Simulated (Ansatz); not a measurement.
Spin states of H3O3Re (SMILES [OH][Re]([OH])[OH]), each relaxed at B3LYP-D3(BJ)/def2-TZVP; lowest solutions found, singlets restricted, no spin–orbit coupling, no relativity up to Kr.
Multiplicity 3 (charge 0, multiplicity 3):
| atom | x (Å) | y (Å) | z (Å) |
|---|---|---|---|
| Re | 0.0538 | -0.0717 | -0.1034 |
| O | -1.2182 | -1.4123 | -0.3695 |
| H | -2.0539 | -1.2924 | 0.1075 |
| O | 0.1682 | 1.3738 | -1.2798 |
| H | -0.3341 | 2.1615 | -1.0197 |
| O | 1.2264 | -0.1818 | 1.3460 |
| H | 2.0557 | -0.6527 | 1.1696 |
Multiplicity 5 (charge 0, multiplicity 5):
```
atom    x (Å)    y (Å)    z (Å)
----  -------  -------  -------
Re     0.0699   0.2224  -0.2214
O     -0.8102  -1.4394   0.3293
H     -1.6839  -1.6094  -0.0370
O     -0.0060   1.7070  -1.4376
H     -0.3578   2.5809  -1.2350
O      1.4340  -0.3432   1.0129
H      1.2519  -1.1939   1.4396
```

Run with Ansatz (Gaussian basis) for Hartree–Fock, density functionals and correlated methods. Each number belongs to the level named beside it. In def2 rows elements past Kr take small-core potentials, without spin–orbit coupling.

The energy of multiplicity 5 less that of multiplicity 3 (kcal/mol) and the share of exact exchange:

```tsv
functional	exact exchange (%)	value
PBE/def2-TZVPP	0	21.21
PBE0/def2-TZVPP	25	16.55
BLYP/def2-TZVPP	0	23.93
B3LYP/def2-TZVPP	20	20.75
BHLYP/def2-TZVPP	50	15.32
r2SCAN/def2-TZVPP	0	15.94
r2SCANh/def2-TZVPP	10	14.56
```

Q: Take the value as linear in the share of exact exchange along PBE and PBE0. Give the slope, say whether the sign turns, and set the other functionals against that line.

A: 
Slope: (16.55 − (21.21))/2.5 = -1.86 kcal/mol for each 10 %. The line keeps its sign from 0 to 100 %. At 50 % it gives 11.9 kcal/mol. The LYP pair gives (15.32 − (23.93))/5 = -1.72 for each 10 %. BHLYP, at 50 %, lies 3.4 from the PBE line. B3LYP, at 20 %, lies 3.3 from the PBE line. r2SCAN, with none, stands -5.3 from PBE. The r2SCAN pair gives -1.38 for 10 %.

Ansatz is a quantum-chemistry and plane-wave program.
